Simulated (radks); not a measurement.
Excited configurations of Nd2+: one electron is placed in a higher orbital outside [Xe] 4f3. The ground configuration is [Xe] 4f4. All-electron calculation, scalar-relativistic Kohn-Sham, BLYP, spin-polarised, spherical densities, finite nucleus; open shells are filled with parallel spins first (spin-orbit coupling, left out, can overturn this in heavy ions); Fermi nuclear charge, rms radius 4.9123 fm. Program: a radial shooting solver on a logarithmic mesh with Libxc functionals. Excitation = E - E(ground); binding = E(ion) - E, where the ion is the core of charge +3; n* = 3/sqrt(2 binding) in atomic units, and the quantum defect is n - n*.

outer orbital  excitation (eV)  binding (eV)     n*  eigenvalue (eV)  <r> (bohr)
5f                      15.152         8.028  3.905           -6.288       5.543
6s                       4.457        18.723  2.557          -15.751       3.473
6d                      13.713         9.468  3.596           -7.913       5.751
6f                      17.730         5.451  4.740           -4.465       9.517
7s                      13.363         9.817  3.532           -8.428       6.503
7p                      14.935         8.245  3.854           -7.011       7.443
7d                      17.206         5.975  4.527           -5.034       9.666

The Delta-SCF ionisation energy is 23.180 eV (NIST Atomic Spectra Database: 22.09 eV, semi-empirical). Self-interaction in the functional shifts the binding energies and quantum defects, so they are the method's values and not measured ones. Open shells are spherical and high-spin; term and fine-structure splittings are not resolved. Spin-orbit splitting is averaged out at the scalar-relativistic level.
